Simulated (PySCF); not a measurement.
C₄H₈O₂Si, SMILES CC(=O)[SiH2]CC=O (GFN2-xTB optimised geometry):

```
15

C      1.923    -1.630    -0.011
C      0.517    -1.236    -0.365
O     -0.263    -2.005    -0.877
Si     0.000     0.591     0.000
C     -1.912     0.591     0.000
C     -2.370     1.996     0.000
O     -2.616     2.651     0.977
H      2.136    -2.651    -0.319
H      2.616    -0.942    -0.489
H      2.053    -1.536     1.065
H      0.537     1.420    -1.085
H      0.552     1.019     1.285
H     -2.259     0.080     0.898
H     -2.264     0.058    -0.881
H     -2.433     2.446    -1.012
```

Level of theory: PySCF with PBE0/def2-TZVP.

### Question
What are the frontier orbital energies and the dipole moment?

### Answer
HOMO-2 -9.44 eV, HOMO-1 -7.48 eV, HOMO -7.10 eV, LUMO -1.41 eV, LUMO+1 -0.77 eV; dipole moment 2.90 D.

On the same geometry PBE/def2-TZVP (PySCF) gives HOMO-2 -8.12 eV, HOMO-1 -5.84 eV, HOMO -5.69 eV, LUMO -2.55 eV, LUMO+1 -1.87 eV; dipole moment 2.91 D.

Meta-Löwdin charges at PBE0/def2-TZVP: C1 -0.40, C2 0.20, O3 -0.39, Si4 0.57, C5 -0.48, C6 0.28, O7 -0.41, H8 0.14, H9 0.14, H10 0.14, H11 -0.08, H12 -0.08, H13 0.15, H14 0.15, H15 0.07.
